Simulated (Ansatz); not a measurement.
Input and output for Al8N8, a nanocrystal cut from wurtzite AlN (bare).

```yaml
crystal:
  periodic: [false, false, false]
  atoms:
    - {symbol: Al, position_ang: [-1.672154, -0.960961, -2.692280]}
    - {symbol: N, position_ang: [-1.740047, -0.996470, -0.904419]}
    - {symbol: Al, position_ang: [-1.660451, -0.950739, 0.932515]}
    - {symbol: N, position_ang: [-1.654681, -0.945932, 2.766275]}
    - {symbol: Al, position_ang: [1.666938, -0.967341, -2.687347]}
    - {symbol: N, position_ang: [-0.000220, -0.001176, -3.033075]}
    - {symbol: N, position_ang: [1.731402, -1.008090, -0.900224]}
    - {symbol: Al, position_ang: [-0.002490, -0.001588, -0.969988]}
    - {symbol: Al, position_ang: [1.647738, -0.955521, 0.935167]}
    - {symbol: N, position_ang: [-0.005124, -0.002040, 0.842597]}
    - {symbol: N, position_ang: [1.646343, -0.941373, 2.770081]}
    - {symbol: Al, position_ang: [-0.005364, -0.002033, 2.825813]}
    - {symbol: Al, position_ang: [0.005541, 1.925892, -2.688528]}
    - {symbol: N, position_ang: [0.007483, 2.003202, -0.901176]}
    - {symbol: Al, position_ang: [0.009798, 1.905970, 0.934845]}
    - {symbol: N, position_ang: [0.025297, 1.898191, 2.769743]}
basis:
  gaussian: {orbitals: pcseg-2, fitting: {mean_field: def2-universal-jkfit}}
hamiltonian: {xc: {name: HSE06}, dispersion: d3bj}
```

```sh
$ ansatz run in.yaml --threads 2 --pin off --events-out ev --progress --plain --max-ram 22528MiB --backend cuda --devices 0, --max-vram 18GiB
```

Shortened log:

```
Functional definition: HSE06
1640 factors; integrals over basis functions are off by at most 7.1e-1 eV
1640 factors; integrals over basis functions are off by at most 1.8e-7 eV
mean field evaluation 1: about -64555.6954 eV, gradient 2.0e2 eV
mean field evaluation 2: about -61242.1802 eV, gradient 7.5e2 eV
mean field evaluation 4: about -63735.2427 eV, gradient 3.9e2 eV
mean field evaluation 8: about -64664.1851 eV, gradient 9.9e-1 eV
mean field evaluation 16: about -64665.5391 eV, gradient 1.8e-5 eV
mean field evaluation 32: about -64619.3734 eV, gradient 8.4e1 eV
mean field evaluation 64: about -64662.6124 eV, gradient 9.4e0 eV
mean field evaluation 96: about -64665.2484 eV, gradient 3.8e0 eV
mean field -64665.53913007 eV, -2376.4147311535 hartree, gradient 1.8e-5 eV, S^2 0.000000; 6 other end points of the search recorded, 0 dependent functions left out
reference -64665.53919727 eV, -2376.4147336231 hartree; 80, 80 occupied and 432, 432 virtual orbitals, 1640 factors
Total energy: -64666.53911513 eV, -2376.4514799264 hartree
```

Hardware: 2 threads of AMD EPYC 7R13 on a shared host and a share (18 GiB) of an NVIDIA H100 80GB HBM3. Wall time 13 s, peak host memory 1.2 GiB.

HSE06 is defined as in plane-wave codes, on full-range PBE exchange. The restricted singlet is unstable towards broken spin symmetry in Hartree–Fock (as tested in another run); at RKS HSE06-D3(BJ)/pcseg-2 this wasn't settled.
